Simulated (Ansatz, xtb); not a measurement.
FH3SbSi−: where a starting geometry ends

The starting geometry of this gas-phase singlet has its atoms placed at random.

```json
{"atom": "F", "x (Å)": "-0.6111", "y (Å)": "0.2181", "z (Å)": "1.7614"}
{"atom": "Sb", "x (Å)": "-0.1055", "y (Å)": "0.1534", "z (Å)": "-0.7249"}
{"atom": "Si", "x (Å)": "0.9758", "y (Å)": "0.3490", "z (Å)": "1.7862"}
{"atom": "H", "x (Å)": "-1.1132", "y (Å)": "1.4989", "z (Å)": "0.4661"}
{"atom": "H", "x (Å)": "0.3230", "y (Å)": "-1.4521", "z (Å)": "0.1379"}
{"atom": "H", "x (Å)": "1.6201", "y (Å)": "1.0898", "z (Å)": "0.2790"}
```

**Question.** Guess where an optimisation with r2SCAN-D4/def2-SVPD ends from this start.

**Answer.** It ends as `F[SiH-][SbH2]`. Distances that change by over a tenth: Sb2–H4 (2.06 → 1.73 Å), Sb2–H6 (2.21 → 3.04 Å). Contacts that close: Si3–H6 (1.80 → 1.56 Å).

The energy falls by 4.86 eV over 25 steps:

| step | E − E(last) (eV) |
| --- | --- |
| 1 | 4.858 |
| 4 | 1.462 |
| 6 | 1.001 |
| 9 | 0.891 |
| 12 | 0.861 |
| 14 | 0.702 |
| 17 | 0.190 |
| 20 | 0.072 |
| 22 | 0.007 |
| 25 | 0.000 |

Final geometry (Å):

```yaml
atoms:
  - { symbol: F, position_ang: [0.1961, 0.5050, 2.6447] }
  - { symbol: Sb, position_ang: [-0.0119, -0.0140, -0.7912] }
  - { symbol: Si, position_ang: [1.4119, 0.0918, 1.4901] }
  - { symbol: H, position_ang: [-1.2920, 1.0790, -0.3954] }
  - { symbol: H, position_ang: [-1.0052, -1.3523, -0.3374] }
  - { symbol: H, position_ang: [1.7903, 1.5477, 1.0948] }
```

From the same start GFN2-xTB ends elsewhere, differing in Sb2–Si3 (3.38 against 2.69 Å here), Sb2–H5 (3.13 against 1.73 Å here), Si3–H5 (1.50 against 3.36 Å here).

From so rough a start the end depends on the optimiser's path, so another program may land elsewhere. The end wasn't checked by frequencies. Atoms past krypton carry core potentials, without spin–orbit terms. Run with Ansatz 0.2.0, 3.5 min on 1 thread of AMD EPYC (Zen 3), with other jobs on the host.
